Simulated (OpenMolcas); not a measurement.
# Be I: thermal populations, worked from levels

```yaml
Program: OpenMolcas 26.06
Basis: ANO-RCC-VTZP [4s3p2d1f]
Scalar_Hamiltonian: DKH2, point nucleus
Active_space: 2 electrons in 8 orbitals (2s 2p 3s 3p)
State_averaging: 2S+1 = 3 even, 3 roots; 2S+1 = 1 even, 6 roots; 2S+1 = 3 odd, 3 roots; 2S+1 = 1 odd, 3 roots
Spin-orbit_coupling: RASSI with atomic mean-field integrals over the reference wave functions, term energies averaged over their components
```

Methods: CASSCF; SS-CASPT2, IPEA 0.25 Eh, imaginary shift 0.1 Eh (closed shells correlated: 1s). Measured levels: NIST Handbook of Basic Atomic Spectroscopic Data.

**Thermal populations.** Z = Σ (2J + 1) exp(-E/kT) with k = 0.695035 cm-1/K, over the levels below. No other level of either list lies under 52000 cm-1, which is above 7 kT at each temperature.

```json
{"Level": "2s2 1S0", "2J + 1": "1", "SS-CASPT2": "0.0", "measured": "0.0"}
{"Level": "2s 2p 3P* 0", "2J + 1": "1", "SS-CASPT2": "22306", "measured": "21978"}
{"Level": "2s 2p 3P* 1", "2J + 1": "3", "SS-CASPT2": "22307", "measured": "21979"}
{"Level": "2s 2p 3P* 2", "2J + 1": "5", "SS-CASPT2": "22309", "measured": "21981"}
{"Level": "2s 2p 1P* 1", "2J + 1": "3", "SS-CASPT2": "45388", "measured": "42565"}
```

```
T (K)  Z, SS-CASPT2  Z, measured levels  Ground level (%), SS-CASPT2  Ground level (%), measured levels
 8000         1.164               1.174                         85.9                               85.2
```

At 8000 K, kT = 5560 cm-1, and the computed levels give Z = 1.000 + 0.018 + 0.054 + 0.090 + 0.001 = 1.164.

Active for correlation alone: 3p 3s; no level in the range computed is led by a configuration that fills them, so any true level of that kind is missing. Without dynamic correlation excited terms often stand tens of per cent too high (terms of higher spin than the ground term too low), and those without a measured partner can miss by more than the paired ones (holds for CASSCF). Measured partners are found by configuration, term and J. A level has none where our copy of the source lacks it or the pairing is in doubt (some pairs that miss far off the trend of their configuration count as doubtful), and it then counts in no deviation. Only configurations of the active space appear.

* marks odd parity.
